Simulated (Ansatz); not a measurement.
The same path of GeH₃O (5 atoms, charge 1, multiplicity 1) was run twice with different band settings. The coordinate that changes most is the dihedral H3–O1–Ge2–H5.

The calculation used RKS LDA/def2-SVPD in Ansatz.

Relaxed end points:

```xyz
5
Properties=species:S:1:pos:R:3
O 0.814 -0.537 0.658
Ge -0.242 0.417 -0.277
H 0.632 -1.486 0.849
H -1.518 -0.230 -0.835
H 0.314 1.835 -0.395
```

```xyz
5
Properties=species:S:1:pos:R:3
O 0.335 -1.002 0.518
Ge -0.322 0.339 -0.300
H 1.185 -0.951 1.011
H -1.640 -0.057 -0.963
H 0.442 1.671 -0.266
```

Common settings: movable images 5; climbing image yes; spring 5.0 eV/Å²; start path through a guess of the saddle point; force threshold 0.05 eV/Å; iteration limit 60; end points relaxed.

| run | optimiser | largest step |
| --- | --- | --- |
| 1 | quadratic models (default) | default |
| 2 | fire | 0.5 Å |

**Question.** What does each run give, and how far can it be trusted?

**Answer.** Run 1: converged after 8 iterations, highest image 0.307 eV above the first end. A vibrational analysis at the climbing image gives one clearly imaginary mode, 643i cm⁻¹: a first-order saddle point.
Run 2: converged after 35 iterations, highest image 0.307 eV above the first end. Another band between the same ends (5 images) ends at a top of the same energy, where a vibrational analysis finds 1 clearly imaginary mode.
